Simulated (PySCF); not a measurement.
# Electric field gradients and quadrupole coupling constants

3-methylthio-2-butanone, C5H10OS.
Numbering: `[CH3:1][S:2][C@H:3]([CH3:4])[C:5]([CH3:6])=[O:7]` (hydrogens: H8, H9, H10 on C1; H11 on C3; H12, H13, H14 on C4; H15, H16, H17 on C6)

Geometry (GFN2-xTB, Å), atoms numbered from 1 in this order:
```xyz
17
C5H10OS angstrom
C      2.077   -0.383    0.823
S      0.684   -1.485    0.465
C     -0.365   -0.427   -0.629
C      0.394    0.103   -1.829
C     -0.853    0.640    0.325
C     -2.087    0.272    1.102
O     -0.251    1.675    0.482
H      2.569   -0.789    1.701
H      2.763   -0.371   -0.018
H      1.701    0.614    1.035
H     -1.173   -1.098   -0.923
H     -0.307    0.553   -2.531
H      0.926   -0.702   -2.331
H      1.101    0.868   -1.519
H     -1.995   -0.735    1.500
H     -2.943    0.296    0.429
H     -2.249    0.981    1.909
```

Field gradients from the PBE0/pcSseg-1 density (PySCF, non-relativistic), principal values in atomic units, ordered |Vxx| ≤ |Vyy| ≤ |Vzz|:

```json
{"atom": "S2", "Vxx": "0.5687", "Vyy": "2.4570", "Vzz": "-3.0257"}
{"atom": "O7", "Vxx": "0.5584", "Vyy": "1.3936", "Vzz": "-1.9520"}
```

Task: Find the asymmetry η = (Vxx − Vyy)/Vzz and the couplings χ = eQV/h (234.96 MHz × Q in barn × V in au), with Q(33S) = −0.0678 b, Q(17O) = −0.0256 b.

Result: 
```
atom     environment  nucleus     η  χzz (MHz)  χxx (MHz)  χyy (MHz)
  S2  sulfide sulfur      33S  0.62      48.20      -9.06     -39.14
  O7   ketone oxygen      17O  0.43      11.74      -3.36      -8.38
```

Task: What is Vzz at O7 in SI units (1 au = 9.71736 × 10²¹ V/m²)?

Result: -1.9520 au = -18.968 × 10²¹ V/m².

Task: And the gradient at the other heavy atoms, for which no coupling is worked out here?

Result: 
| atom | environment | Vzz (au) | η |
| --- | --- | --- | --- |
| C1 | S-methyl carbon | 0.295 | 0.17 |
| C3 | sp3 carbon bound to sulfur | 0.264 | 0.13 |
| C4 | methyl carbon | 0.110 | 0.36 |
| C5 | ketone carbonyl carbon | 0.560 | 0.04 |
| C6 | methyl carbon next to a carbonyl | -0.064 | 0.88 |

Task: What couplings would deuterons (Q(2H) = 0.00286 b) have in place of the hydrogens, at this geometry?

Result: 
```csv
atom,bonded to,bond length (Å),Vzz (au),η,χzz (kHz)
H8,C1,1.085,0.3181,0.05,214
H9,C1,1.086,0.3146,0.03,211
H10,C1,1.087,0.3012,0.05,202
H11,C3,1.091,0.3010,0.01,202
H12,C4,1.089,0.3134,0.04,211
H13,C4,1.088,0.3131,0.02,210
H14,C4,1.088,0.3099,0.03,208
H15,C6,1.087,0.3109,0.03,209
H16,C6,1.089,0.3126,0.03,210
H17,C6,1.087,0.3139,0.01,211
```

The structure is a single GFN2-xTB conformer in the gas phase; no vibrational or solvent corrections. GFN2-xTB bond lengths can be off by several hundredths of an ångström, more for odd bonds, and the gradients follow them. With so small a basis the couplings can be 20 % off.
